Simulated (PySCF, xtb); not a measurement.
BClFH2N, SMILES NB(F)Cl.

Geometry optimised at B3LYP-D3(BJ)/def2-SVP. Other conformers were not sampled.

Method: IEF-PCM-B3LYP/def2-SVP run with PySCF.

The values are the electrostatic part of the solvation free energy, E(continuum) − E(gas) at the gas-phase geometry, in a cavity of scaled van der Waals radii (PySCF's table); cavitation and dispersion terms are not included. In vacuum the orbital gap is 9.19 eV. The dipole moment in vacuum is 2.92 D.

**Question.** Estimate the values in water (ε = 78.36), acetonitrile (ε = 35.69), ethanol (ε = 24.85). (Estimate from the structure and the level; the computed values follow.)

**Answer.** 
| solvent | ε | ΔG(elec) (kcal/mol) | dipole (D) | gap (eV) |
|---|---|---|---|---|
| water | 78.36 | -4.5 | 3.55 | 9.03 |
| acetonitrile | 35.69 | -4.4 | 3.54 | 9.03 |
| ethanol | 24.85 | -4.3 | 3.53 | 9.04 |

For comparison, GFN2-xTB/ALPB(water) (xtb, at the GFN2-xTB geometry, all terms of that model) gives -6.6 kcal/mol.
